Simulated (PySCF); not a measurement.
# How methods differ on the ionisation energy of P²⁺

P²⁺ [Ne] 3s2 3p1 (2P) → P³⁺ [Ne] 3s2 (1S), as a difference of total energies. All numbers are calculated (PySCF 2.14, the non-relativistic Hamiltonian (point nucleus), in aug-cc-pV(T+d)Z). Correlated levels: valence: [Ne] frozen. The calculations carry no spin-orbit coupling.

```
           method  ionisation energy (eV)
              UHF                  29.580
              LDA                  30.203
              PBE                  30.238
             PBE0                  30.259
           r2SCAN                  30.369
           revPBE                  30.237
             TPSS                  30.379
        CAM-B3LYP                  30.271
          r2SCAN0                  30.356
    MP2 (valence)                  29.877
SCS-MP2 (valence)                  29.867
```

A first-order spin-orbit estimate (lowest level to lowest level, LS coupling) adds 0.041 eV.

Errors of the correlated levels include the incompleteness of this basis and the frozen core.

Question: Which method comes closest to the reference value, and which is furthest?

Answer: The reference is 30.203 eV (measured; NIST Atomic Spectra Database, ionization energies). Closest: LDA (error 0.041 eV); furthest: UHF (error -0.582 eV), both after the spin-orbit estimate.
